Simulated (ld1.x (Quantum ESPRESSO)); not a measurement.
Plane-wave convergence, ultrasoft potential for titanium

- Element: titanium (Ti)
- Generator: ld1.x (Quantum ESPRESSO) 7.5
- Type: ultrasoft
- Functional: PBE
- Relativity: fully relativistic
- Frozen core: [Ne] 3s2
- Valence charge: 10
- Reference configuration: 3p6 3d1 4s0 4p0 (charge +3)
- Partial waves: 4s (bound, empty): rcut 1.85, rcutus 2.55 bohr; 4s channel at 0.25 Ry: rcut 1.85, rcutus 2.55 bohr; 3p (bound): rcut 1.70, rcutus 1.90 bohr; 4p (bound, empty): rcut 1.70, rcutus 1.90 bohr; 3d (bound): rcut 2.20, rcutus 2.55 bohr; 3d channel at -0.1 Ry: rcut 2.20, rcutus 2.55 bohr
- Local potential: all-electron potential smoothed inside 1.70 bohr (lloc = -1)
- Core correction: none
- Augmentation charge: PSQ, radius 1.95 bohr

Open shells are filled in proportion to 2j + 1 (rel_dist='average').

The pseudo-atom Hamiltonian at the reference potential is diagonalised in spherical Bessel functions j_l(qr) that vanish at 20 bohr, with q² up to the cutoff. All-electron valence levels (Ry): 4s -1.9435, 3p1/2 -5.2460, 4p1/2 -1.5408, 3p3/2 -5.1952, 4p3/2 -1.5332, 3d3/2 -2.5525, 3d5/2 -2.5479.

Question: How do the lowest levels (Ry) of each channel move with the cutoff, and are there ghosts?

Answer:

```csv
cutoff (Ry),s #1,s #2,s #3,p1/2 #1,p1/2 #2,p1/2 #3,p3/2 #1,p3/2 #2,d3/2 #1,d5/2 #1,d5/2 #2,f #1,Σ f·Δε (mRy)
8,-1.9433,-0.8697,-0.4990,-4.9742,-1.3098,-0.6444,-4.9250,-1.3069,-1.9192,-1.9144,-0.9487,-0.6336,2257.8
12,-1.9434,-0.8733,-0.8013,-5.1810,-1.3706,-0.6654,-5.1306,-1.3674,-2.5357,-2.5310,-0.9688,-0.6360,405.4
18,-2.0345,-1.9434,-0.8696,-5.2389,-1.4129,-0.6795,-5.1881,-1.4094,-2.5522,-2.5475,-0.9691,-0.6370,42.9
30,-2.3977,-1.9435,-0.8696,-5.2455,-1.5138,-0.7180,-5.1947,-1.5075,-2.5525,-2.5479,-0.9694,-0.6373,3.2
40,-2.4267,-1.9435,-0.8696,-5.2459,-1.5392,-0.7322,-5.1951,-1.5317,-2.5525,-2.5479,-0.9694,-0.6373,0.6
50,-2.4303,-1.9435,-0.8696,-5.2459,-1.5398,-0.7326,-5.1951,-1.5322,-2.5525,-2.5479,-0.9694,-0.6373,0.4
400,-2.4306,-1.9435,-0.8696,-5.2460,-1.5409,-0.7329,-5.1952,-1.5333,-2.5526,-2.5479,-0.9694,-0.6373,0.0
```

Result: ghost state, extra bound levels that the all-electron valence spectrum of the same l lacks: s at -33.1 eV (a true bound ghost makes a file unfit for plane-wave use); 10 mRy is reached at 25 Ry and 1 mRy at 40 Ry.

Test run stopped at test 4 of 7 (negative rho), 2 before it not solved.
